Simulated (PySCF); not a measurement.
Mo(S)2(Br)(OH) (BrHMoOS2), SMILES [OH][Mo](=[S])(=[S])[Br], multiplicity 1. Atoms are numbered in the order given.

```xyz
6

Mo     0.4471     0.2066     0.0000
S      1.2685    -0.7343    -1.7052
S      1.2685    -0.7343     1.7052
Br    -1.9511    -0.1056     0.0000
O      0.8988     2.0023     0.0000
H      1.7275     2.5002     0.0000
```
Charge 0, spin multiplicity 1.

Geometry optimised at B3LYP-D3(BJ)/def2-SVP. The geometry has at least one imaginary mode, so it is a saddle point at that level. The multiplicity is an assumed one; other spin states were not compared. The def2 effective core potentials stand for the cores of Mo; spin–orbit coupling is left out. One conformer was computed; it need not be the lowest.

All values below come from B3LYP-D3(BJ)/def2-SVP in PySCF.

Frequencies are harmonic and unscaled.

Computed vibrational spectrum:
```tsv
mode	ν (cm⁻¹)	IR (km/mol)	Raman (Å⁴/amu)	depolarisation	moving atoms (share of kinetic energy)
1	217i	180.9	5.5	0.75	H 94 %
2	121	0.4	7.1	0.75	S 61 %, Br 23 %, Mo 15 %
3	123	0.4	3.5	0.63	S 37 %, O 21 %, Mo 21 %, Br 20 %
4	174	6.9	2.9	0.74	O 40 %, Br 24 %, S 22 %, H 10 %
5	201	0.6	8.0	0.72	S 77 %, Mo 13 %
6	218	0.3	3.9	0.75	O 64 %, S 24 %, Mo 9 %
7	299	30.0	4.8	0.01	Mo 44 %, Br 41 %
8	497	170.5	7.0	0.31	H 68 %, O 24 %
9	564	52.2	32.6	0.06	S 74 %, Mo 22 %
10	573	74.4	11.0	0.75	S 67 %, Mo 33 %
11	754	78.6	9.5	0.24	O 72 %, Mo 17 %, H 11 %
12	3853	358.7	166.5	0.30	H 94 %
```
